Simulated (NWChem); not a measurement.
Everything below was run with NWChem. System: iodine monochloride (ClI), charge 0, spin multiplicity 1, at a geometry optimised with B3LYP/def2-SVP with def2 effective core potentials on I.

The NWChem input:

```
start mol
memory heap 200 mb stack 900 mb global 1100 mb
geometry units angstroms nocenter noautoz noautosym
  Cl     0.000000     0.000000     1.807518
  I      0.000000     0.000000    -0.579770
end
basis spherical
  * library def2-svp
end
ecp
  I library def2-ecp
end
dft
  xc xpbe96 cpbe96
  semidirect memsize 60000000 filesize 0
  iterations 100
  convergence nolevelshifting
  cdft 1 1 charge 1.0 pop lowdin
end
task dft energy
```

The output up to the point where the run's verdict is printed (cleaned and shortened):

```
             Northwest Computational Chemistry Package (NWChem) 7.3.0
             --------------------------------------------------------

                                NWChem Input Module
                                -------------------

 Scaling coordinates for geometry "geometry" by  1.889725989
 (inverse scale =  0.529177249)

                             Geometry "geometry" -> ""
                             -------------------------

 Output coordinates in angstroms (scale by  1.889725989 to convert to a.u.)

  No.       Tag          Charge          X              Y              Z
 ---- ---------------- ---------- -------------- -------------- --------------
    1 Cl                  17.0000     0.00000000     0.00000000     1.80751800
    2 I                   53.0000     0.00000000     0.00000000    -0.57977000

 Effective nuclear repulsion energy (a.u.)     199.7198081458

            Nuclear Dipole moment (a.u.)
            ----------------------------
        X                 Y               Z
 ---------------- ---------------- ----------------
     0.0000000000     0.0000000000    -0.0000075589


 Summary of "ao basis" -> "" (spherical)
 ------------------------------------------------------------------------------
       Tag                 Description            Shells   Functions and Types
 ---------------- ------------------------------  ------  ---------------------
 *                          def2-svp                  on all atoms

 Summary of "ao basis" -> "ao basis" (spherical)
 ------------------------------------------------------------------------------
       Tag                 Description            Shells   Functions and Types
 ---------------- ------------------------------  ------  ---------------------
 Cl                         def2-svp                 8       18   4s3p1d
 I                          def2-svp                10       26   4s4p2d

 Summary of "ao basis" -> "ao basis" (spherical)
 ------------------------------------------------------------------------------
       Tag                 Description            Shells   Functions and Types
[...]
 d= 0,ls=0.0,diis    74   -757.1579695872 -9.64D-04  6.39D-03  2.08D-02     6.1
 CDFT multipliers:
      1        0.6437470712
      iter =    7
 d= 0,ls=0.0,diis    75   -757.1580901644 -1.21D-04  4.98D-03  2.09D-02     6.2
 CDFT multipliers:
      1        0.6483747100
      iter =    6
 d= 0,ls=0.0,diis    76   -757.1600630784 -1.97D-03  5.36D-02  1.67D-02     6.2
 CDFT multipliers:
      1        0.6355134325
      iter =    6
 d= 0,ls=0.0,diis    77   -757.1550323109  5.03D-03  9.89D-04  2.56D-02     6.3
 CDFT multipliers:
      1        0.6351477280
      iter =    6
 d= 0,ls=0.0,diis    78   -757.1549246009  1.08D-04  8.96D-04  2.57D-02     6.4
 CDFT multipliers:
      1        0.6357970052
      iter =    6
 d= 0,ls=0.0,diis    79   -757.1551184565 -1.94D-04  2.46D-02  2.56D-02     6.5
 CDFT multipliers:
      1        0.6386108335
      iter =    6
 d= 0,ls=0.0,diis    80   -757.1558690894 -7.51D-04  3.61D-03  2.64D-02     6.5
 CDFT multipliers:
      1        0.6375658296
      iter =    6
 d= 0,ls=0.0,diis    81   -757.1553227147  5.46D-04  4.33D-03  2.86D-02     6.6
 CDFT multipliers:
      1        0.6385551054
      iter =    6
 d= 0,ls=0.0,diis    82   -757.1558334997 -5.11D-04  3.18D-03  2.73D-02     6.7
 CDFT multipliers:
      1        0.6461609733
      iter =    5
 d= 0,ls=0.0,diis    83   -757.1591449394 -3.31D-03  4.14D-02  1.79D-02     6.8
 CDFT multipliers:
      1        0.6447635222
      iter =   10
 d= 0,ls=0.0,diis    84   -757.1588257754  3.19D-04  2.66D-02  1.70D-02     6.8
 CDFT multipliers:
      1        0.6434680870
      iter =    6
 d= 0,ls=0.0,diis    85   -757.1581785288  6.47D-04  2.91D-03  1.98D-02     6.9
 CDFT multipliers:
      1        0.6434096542
      iter =    6
 d= 0,ls=0.0,diis    86   -757.1579979641  1.81D-04  3.38D-03  2.24D-02     7.0
 CDFT multipliers:
      1        0.6403424153
      iter =    6
 d= 0,ls=0.0,diis    87   -757.1561267171  1.87D-03  8.80D-03  2.86D-02     7.1
 CDFT multipliers:
      1        0.6451131032
      iter =    6
 d= 0,ls=0.0,diis    88   -757.1576627311 -1.54D-03  5.06D-02  2.54D-02     7.1
 CDFT multipliers:
      1        0.6411751833
      iter =    7
 d= 0,ls=0.0,diis    89   -757.1574321709  2.31D-04  2.83D-03  1.94D-02     7.2
 CDFT multipliers:
      1        0.6419620472
      iter =    8
 d= 0,ls=0.0,diis    90   -757.1578103164 -3.78D-04  1.68D-03  1.86D-02     7.3
 CDFT multipliers:
      1        0.6424602228
      iter =    9
 d= 0,ls=0.0,diis    91   -757.1578954288 -8.51D-05  6.65D-03  1.83D-02     7.4
 CDFT multipliers:
      1        0.6442458125
      iter =    6
 d= 0,ls=0.0,diis    92   -757.1586244469 -7.29D-04  2.92D-02  1.81D-02     7.4
 CDFT multipliers:
      1        0.6422555318
      iter =    6
 d= 0,ls=0.0,diis    93   -757.1572662119  1.36D-03  2.97D-03  2.26D-02     7.5
 CDFT multipliers:
      1        0.6401100843
      iter =    6
 d= 0,ls=0.0,diis    94   -757.1564418445  8.24D-04  7.46D-03  2.41D-02     7.6
 CDFT multipliers:
      1        0.6382107496
      iter =    7
 d= 0,ls=0.0,diis    95   -757.1553808333  1.06D-03  4.14D-03  2.75D-02     7.7
 CDFT multipliers:
      1        0.6388732186
      iter =    7
 d= 0,ls=0.0,diis    96   -757.1557781444 -3.97D-04  4.90D-02  2.62D-02     7.7
 CDFT multipliers:
      1        0.6397186135
      iter =    6
 d= 0,ls=0.0,diis    97   -757.1568145475 -1.04D-03  1.37D-02  2.22D-02     7.8
 CDFT multipliers:
      1        0.6513736728
      iter =    6
 d= 0,ls=0.0,diis    98   -757.1607229136 -3.91D-03  3.03D-02  1.71D-02     7.9
 CDFT multipliers:
      1        0.6482914848
      iter =    6
 d= 0,ls=0.0,diis    99   -757.1599169578  8.06D-04  5.13D-02  1.70D-02     8.0
 CDFT multipliers:
      1        0.6482355970
      iter =    6
 d= 0,ls=0.0,diis   100   -757.1600395091 -1.23D-04  2.23D-02  1.72D-02     8.0
  CDFT final multipliers
      1        0.6514324189
```

Convergence was not reached. The next line reads: Calculation failed to converge. NWChem stopped with the message: dft energy failed.
